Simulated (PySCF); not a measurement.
**Exercise with solution: chemical shift, span and skew from a shielding tensor**

C3H5, SMILES [CH2]C=C (connectivity only; charge and spin as stated), charge +1, multiplicity 1. Atoms are numbered in the order given.

```xyz
8

C      0.0000    -1.1838     0.2106
C      0.0000     0.0000    -0.4928
C      0.0000     1.1838     0.2106
H      0.0000    -2.1450    -0.2932
H      0.0000    -1.1909     1.2961
H      0.0000     0.0000    -1.5758
H      0.0000     2.1450    -0.2932
H      0.0000     1.1909     1.2961
```
Charge +1, spin multiplicity 1.

Coordinates come from a B3LYP-D3(BJ)/def2-TZVP optimisation. The multiplicity is an assumed one; other spin states were not compared. The isomer is the one that the SMILES or the coordinates give; other isomers of the formula were not compared.

GIAO shieldings from PBE0/pcSseg-2 (PySCF), non-relativistic, no solvent. The symmetric part of the tensor of C2 has the principal values -85.0, -11.1, 175.3 ppm. The same nucleus in TMS has σ = 186.1 ppm at this level (PySCF, at its B3LYP-D3(BJ)/def2-TZVP geometry).

Problem. Work out the isotropic shielding, the ¹³C shift against TMS, the span and the skew.

Solution. 
σ(iso) = (σ11 + σ22 + σ33)/3 = 26.4 ppm. δ = σ(ref) − σ(iso) = 186.1 − (26.4) = 159.7 ppm.
Span Ω = σ33 − σ11 = 260.3 ppm. Skew κ = 3(σ(iso) − σ22)/Ω = 0.43. Tumbling in solution averages the tensor to δ; in a static solid the shielding alone would spread this spin-1/2 line over Ω.
